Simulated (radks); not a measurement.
Spin polarisation of the 3p2 shell in neutral silicon. Start: [Ne] 3s2 3p(up 1, down 1); electrons of 3p are moved from spin down to spin up, other shells keep equal spins. All-electron calculation, scalar-relativistic Kohn-Sham, LDA (Slater exchange, Perdew-Wang correlation), spin-polarised, spherical densities, finite nucleus; Fermi nuclear charge, rms radius of each element as measured or else 0.836 A^(1/3) + 0.57 fm. Program: a radial shooting solver on a logarithmic mesh with Libxc functionals.

moment (Bohr magnetons)	E - E(0) (eV)	e(3p up) (eV)	e(3p down) (eV)	3s down minus up (eV)	2p down minus up (eV)	2s down minus up (eV)
0	0.000	-4.163	-4.163	0.000	0.000	0.000
0.5	-0.040	-4.312	-3.988	0.365	0.064	0.051
1	-0.162	-4.438	-3.787	0.733	0.128	0.102
1.5	-0.367	-4.540	-3.555	1.105	0.191	0.152
2	-0.655	-4.615	-3.292	1.482	0.253	0.201

At moment 2 the spin-polarisation energy is -0.655 eV and the 3p exchange splitting 1.323 eV, that is 0.662 eV per Bohr magneton; E = -I m^2/4 would give I = 0.655 eV.
